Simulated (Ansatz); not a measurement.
Start from `CO[Si](F)(F)S` and change one atom or group to get `F[Si](F)(S)S`.

Ansatz, PBE0-D4/def2-TZVP geometries, multiplicity 1. Each molecule was computed in one conformer, which needn't be the lowest.

```json
{"property": "LUMO energy (PBE/def2-TZVPP) / eV", "`CO[Si](F)(F)S`": "-0.73"}
{"property": "HOMO–LUMO gap (ωB97M-V/def2-TZVPP) / eV", "`CO[Si](F)(F)S`": "12.37"}
{"property": "LUMO energy (ωB97M-V/def2-TZVPP) / eV", "`CO[Si](F)(F)S`": "2.06"}
{"property": "HOMO energy (ωB97M-V/def2-TZVPP) / eV", "`CO[Si](F)(F)S`": "-10.31"}
{"property": "size of the dipole moment (PBE/def2-TZVPP) / D", "`CO[Si](F)(F)S`": "2.16"}
{"property": "size of the dipole moment (ωB97M-V/def2-TZVPP) / D", "`CO[Si](F)(F)S`": "2.22"}
```

**Question.** What does the change do to each property? (Best estimate.)

**Answer.** Ansatz gave: 
```csv
property,`F[Si](F)(S)S`,shift
LUMO energy (PBE/def2-TZVPP) / eV,-1.04,-0.31
HOMO–LUMO gap (ωB97M-V/def2-TZVPP) / eV,12.29,-0.08
LUMO energy (ωB97M-V/def2-TZVPP) / eV,1.81,-0.25
HOMO energy (ωB97M-V/def2-TZVPP) / eV,-10.48,-0.17
size of the dipole moment (PBE/def2-TZVPP) / D,1.49,-0.67
size of the dipole moment (ωB97M-V/def2-TZVPP) / D,1.53,-0.69
```

With PBE0 the HOMO falls by 0.18 eV and the LUMO falls by 0.31 eV, so the gap narrows by about 0.13 eV. PBE moves the HOMO by -0.19 eV and ωB97M-V by -0.17 eV. The zero-point energy changes by -86.6 kJ/mol with -9 modes. Dipoles are sizes alone; their direction can turn.
